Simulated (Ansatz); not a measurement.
`[F][SnH2][AsH2]` + `FBC[SiH3]` → `[SiH3]CB[AsH2]` + `[F][SnH2][F]`  (redistribution)

Isolated molecules relaxed with PBE0-D4/def2-TZVP in Ansatz; ΔE leaves out vibrations. CCSD(T)/CBS is the MP2 limit (def2-TZVPP, def2-QZVPP) plus CCSD(T) − MP2 in def2-TZVPP, frozen cores. Functionals use def2-TZVPP. B3LYP here is the variant with VWN-RPA as its local correlation; programs differ in this. def2 core potentials past Kr. For As, Sn outer-core shells are correlated without core-valence functions, which leaves a few kJ/mol of doubt a bond. Scalar relativity is left out up to krypton. Each species was taken in one conformer, which may not be the lowest.

Question: Is it downhill or uphill in electronic energy at CCSD(T)/CBS, and by how much? (Best estimate.)

Answer: Ansatz gave: Uphill: ΔE = +28.9 kcal/mol.

Question: What do these levels give: PBE0-D4, BHLYP-D4, PBE, B3LYP, LC-ωPBE, SCS-MP2/def2-TZVPP? (Best estimate.)

Answer: Ansatz gave: PBE0-D4 30.2, BHLYP-D4 31.7, PBE 29.9, B3LYP 31.9, LC-ωPBE 28.5, SCS-MP2/def2-TZVPP 29.0 kcal/mol.

Question: What do rigid-rotor, harmonic-oscillator terms from PBE0-D4/def2-TZVP frequencies (298.15 K, 1 bar) make of the CCSD(T)/CBS value? (An estimate is asked.)

Answer: Computed: ΔZPE = -0.3 kcal/mol, ΔH = +28.3 kcal/mol, ΔS = -16 J/(mol·K), ΔG = +29.5 kcal/mol. Modes under 50 cm⁻¹ make the entropy rough.

Largest T1 diagnostic among the species: 0.014.

From PBE to PBE0 (25 % exact exchange), in def2-TZVPP and without D4, ΔE moves by +0.9 kcal/mol. Leaving LDA and LC-ωPBE aside and taking each functional with its dispersion term where it has one, the values, not all of them listed here, spread over 4.2 kcal/mol, from revPBE-D4 to BHLYP-D4. LDA lies +1.6 kcal/mol from PBE without D4. At CCSD(T), def2-SVP lies +4.6 kcal/mol from the extrapolated value and def2-TZVPP +0.2 kcal/mol.
